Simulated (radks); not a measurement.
Values are calculated unless marked as measured or tabulated.
Problem. The table gives one normalised radial function P(r) = r R(r) of Co in [Ar] 3d7 4s2 (r in bohr). Code: a radial shooting solver on a logarithmic mesh with Libxc functionals. Model: scalar-relativistic Kohn-Sham, r2SCAN, spin-polarised, spherical densities, finite nucleus; open shells are filled with parallel spins first; meta-GGA in the generalised Kohn-Sham scheme; Fermi nuclear charge, rms radius 3.7875 fm.

r	P
0.002787	0.0225
0.003659	0.0286
0.004841	0.0364
0.006354	0.0456
0.00834	0.0562
0.01095	0.0679
0.01437	0.0800
0.01886	0.0907
0.02496	0.0975
0.03276	0.0960
0.04299	0.0813
0.05643	0.0487
0.07408	-0.0037
0.09723	-0.0709
0.1276	-0.1360
0.1689	-0.1698
0.2216	-0.1370
0.2909	-0.0255
0.3819	0.1345
0.5012	0.2615
0.6579	0.2606
0.8705	0.0866
1.143	-0.1901
1.5	-0.4584
1.969	-0.6224
2.584	-0.6318
3.392	-0.5029
4.488	-0.3043
5.89	-0.1377
7.732	-0.0433
10.15	-0.0090

Which n and l does it have? It may be an empty orbital.

Solution. n = 4, l = 0: the number of nodes gives n - l - 1 = 3, the rise at small r (about r^(l+1)) gives l, and the extent must fit the shell. The curve is that of 4s up; the table hardly tells the two spins apart. 4s up: eigenvalue -5.948 eV, 3 radial nodes at r = 0.0729, 0.305, 0.954 bohr, <r> = 2.82 bohr, 90 % of the charge inside 4.31 bohr.
